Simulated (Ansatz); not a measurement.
Input for Ansatz (a quantum-chemistry and plane-wave program): R-PBE/def2-TZVPPD on CH3Br (SMILES CBr). Files ending in .json are basis or fitting sets from the Basis Set Exchange.

Ansatz 0.2 input:
```yaml
crystal:
  periodic: [false, false, false]
  atoms:
    - {symbol: C, position_ang: [0.66592505, -0.01107050, 4.06066204]}
    - {symbol: Br, position_ang: [2.39510863, -0.15416610, 3.13730205]}
    - {symbol: H, position_ang: [0.73912860, 0.82364750, 4.74841008]}
    - {symbol: H, position_ang: [0.50662598, -0.94548459, 4.58654285]}
    - {symbol: H, position_ang: [-0.08373926, 0.15560539, 3.29498854]}
basis:
  gaussian:
    orbitals: def2-TZVPPD.json
hamiltonian:
  xc: {name: PBE}
scf: {lower_state_search: off}
```

**Question.** Give the final energy of this run.

**Answer.** -2613.6360 hartree.
